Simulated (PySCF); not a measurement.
Compound: C5H3OS (doublet state).
Atom-mapped SMILES: `[O:1]=[c:2]1[cH:3][c:4][s:5][cH:6][cH:7]1` (hydrogens: H8 on C3; H9 on C6; H10 on C7)

Geometry (GFN2-xTB, Å), atoms numbered from 1 in this order:
```xyz
10
C5H3OS angstrom
O     -1.3794   -1.6162   -0.9006
C     -0.7350   -0.7256   -0.3836
C     -1.3922    0.2893    0.4751
C     -0.7564    1.2773    1.0634
S      0.8798    1.6640    1.0254
C      1.4591    0.3948    0.0004
C      0.7013   -0.5652   -0.5461
H     -2.4574    0.1502    0.5826
H      2.5238    0.4494   -0.1641
H      1.1652   -1.3134   -1.1750
```

Computed geometry: GFN2-xTB, gas phase. This method treats the open shell by occupation alone, without spin polarisation.

Masses are those of the commonest isotopes; rigid-rotor values at the optimised geometry. The values belong to one conformer with, in the numbering `[O:1]=[c:2]1[cH:3][c:4][s:5][cH:6][cH:7]1`, O1–C2–C3–C4 180°, C3–C4–S5–C6 0°, C4–S5–C6–C7 0°, O1–C2–C7–C6 180°.

Q: What are A, B and C (MHz)?

A: Ia = 92.25, Ib = 263.27, Ic = 355.52 u·Å²; 505379 MHz·u·Å²/I gives A = 5479, B = 1920, C = 1422 MHz.

Q: Classify the top.

A: An asymmetric top: κ = (2 × 1920 − 5479 − 1422)/(5479 − 1422) = -0.75.

Q: What does the inertial defect say?

A: Planar: Δ = Ic − Ia − Ib = 0.00 u·Å². For a rigid frame Δ = −2 Σ m c², so it vanishes when all atoms lie in the ab plane; here none is more than 0.01 Å from it.

Q: Where do the levels up to J = 2 lie, in cm⁻¹?

A: Above 0(0,0):
J = 1: 1(0,1) 0.1114, 1(1,1) 0.2302, 1(1,0) 0.2468
J = 2: 2(0,2) 0.3327, 2(1,2) 0.4364, 2(1,1) 0.4863, 2(2,1) 0.8424, 2(2,0) 0.8441
The levels of one J sum to (2J + 1)J(J + 1)(A + B + C)/3.

Q: Estimate the classical rotational partition function at 10 K, 100 K and 200 K.

A: Point group Cs, symmetry number σ = 1; q = (√π/σ)·√((kT/h)³/(ABC)), k/h = 20836.6 MHz/K: 1380 at 10 K, 43600 at 100 K, 123000 at 200 K.

For this open shell read J as N, the rotation without spin; fine and hyperfine splittings come on top. GFN2-xTB frequencies: not computed here. Constants of a rigid frame at the computed geometry: no zero-point averaging, no centrifugal distortion.
